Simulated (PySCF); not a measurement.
C5H7F, SMILES C=C1CC[C@@H]1F. Atoms are numbered in the order given.

```xyz
13

C      1.7440     0.8157     0.5438
C      0.4755     0.6170     0.2052
C     -0.8772     1.0201     0.7717
C     -1.4456    -0.2933     0.1622
C     -0.1923    -0.3654    -0.7331
F      0.4053    -1.5890    -0.8948
H      2.0199     1.5034     1.3495
H      2.5477     0.2789     0.0303
H     -0.9426     1.1442     1.8628
H     -1.2861     1.9216     0.2869
H     -1.4179    -1.1162     0.8915
H     -2.4276    -0.2618    -0.3311
H     -0.3674     0.0659    -1.7357
```
Charge 0, spin multiplicity 1.

Geometry: ωB97X-D3(BJ)/def2-SVP. The structure was generated by enumeration; whether it is a known compound was not checked.

Level of theory: PBE/pcSseg-1 (PySCF).

GIAO shieldings, no solvent; atoms listed in one row are averaged. δ = σ(ref) − σ: ¹³C against TMS (σ = 182.0 ppm); ¹⁹F against CFCl3 (σ = 133.6 ppm); ¹H against TMS (σ = 31.49 ppm), references at their B3LYP-D3(BJ)/def2-TZVP geometries, non-relativistic.

```json
[
 {"nucleus": "¹³C", "atoms": "C2", "count": "1", "δ (ppm)": "161.0"},
 {"nucleus": "¹³C", "atoms": "C1", "count": "1", "δ (ppm)": "113.7"},
 {"nucleus": "¹³C", "atoms": "C5", "count": "1", "δ (ppm)": "96.0"},
 {"nucleus": "¹³C", "atoms": "C4", "count": "1", "δ (ppm)": "32.8"},
 {"nucleus": "¹³C", "atoms": "C3", "count": "1", "δ (ppm)": "28.2"},
 {"nucleus": "¹⁹F", "atoms": "F6", "count": "1", "δ (ppm)": "-207.2"},
 {"nucleus": "¹H", "atoms": "H8", "count": "1", "δ (ppm)": "5.87"},
 {"nucleus": "¹H", "atoms": "H13", "count": "1", "δ (ppm)": "5.64"},
 {"nucleus": "¹H", "atoms": "H7", "count": "1", "δ (ppm)": "5.56"},
 {"nucleus": "¹H", "atoms": "H9", "count": "1", "δ (ppm)": "2.71"},
 {"nucleus": "¹H", "atoms": "H10", "count": "1", "δ (ppm)": "2.54"},
 {"nucleus": "¹H", "atoms": "H12", "count": "1", "δ (ppm)": "2.52"},
 {"nucleus": "¹H", "atoms": "H11", "count": "1", "δ (ppm)": "2.25"}
]
```
